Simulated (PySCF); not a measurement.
## TeF₄: breathing scan

Level of theory: PBE0/[Te def2-SVP with ECP28, F def2-SVP], scalar-relativistic core potentials, density fitting, no spin–orbit coupling, PySCF.

Rigid scan from the singlet minimum (Te–F 1.890 Å (×2), Te–F 1.941 Å (×2); F–Te–F 85.2° (×4), F–Te–F 99.8°, F–Te–F 164.9°). Coordinate: all bonds to the central atom scaled together. Energies in kJ/mol from the minimum.

| scale of all bonds to the centre | E (kJ/mol) | dipole size (D) |
| --- | --- | --- |
| 0.88 | 432.3 | 1.86 |
| 0.92 | 167.6 | 2.39 |
| 0.96 | 36.7 | 2.89 |
| 1.00 | 0.0 | 3.35 |
| 1.04 | 28.6 | 3.77 |
| 1.08 | 101.2 | 4.13 |
| 1.14 | 259.5 | 4.57 |
| 1.22 | 510.4 | 4.98 |
| 1.35 | 914.2 | 5.32 |

At long bonds a restricted determinant can lie too high, and another spin state can fall below this curve.

The scan took about 50 core-seconds on a shared host.
